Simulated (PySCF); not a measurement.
# Radial density of In²⁺ (indium, charge +2)

TPSS, [Kr] 4d10 5s1, 2S determinant. Computed with PySCF 2.14 in cc-pVTZ-PP with ECP28MDF (5s4p3d1f, 39 functions), with scalar relativity through the core potential. This is the valence pseudo-density: the core potential removes the inner electrons and smooths the orbitals near the nucleus.

```
r (bohr)  4πr²ρ (e/bohr)  4πr²(ρα − ρβ)
 0.00929       1.206e-05         0.0000
  0.0156       2.778e-05         0.0000
  0.0263       5.381e-05         0.0000
  0.0442       0.0001086         0.0000
  0.0743       0.0003946         0.0000
   0.125        0.003737         0.0000
   0.210         0.05638         0.0000
   0.354           1.184         0.0070
   0.595           13.49         0.0872
    1.00           18.90        -0.0477
    1.68           4.448         0.4907
    2.83          0.5563         0.3611
    4.76         0.01538         0.0145
    8.01       0.0001052         0.0001
```

Energies and moments cover only the electrons outside the core potential.

Task: Where is the radial spin density 4πr²(ρα − ρβ) most negative, and why is it negative at all?

Result: Around r = 1.00 bohr, down to -0.0477 e/bohr: exchange with the open shell polarises the paired shells in an unrestricted calculation.
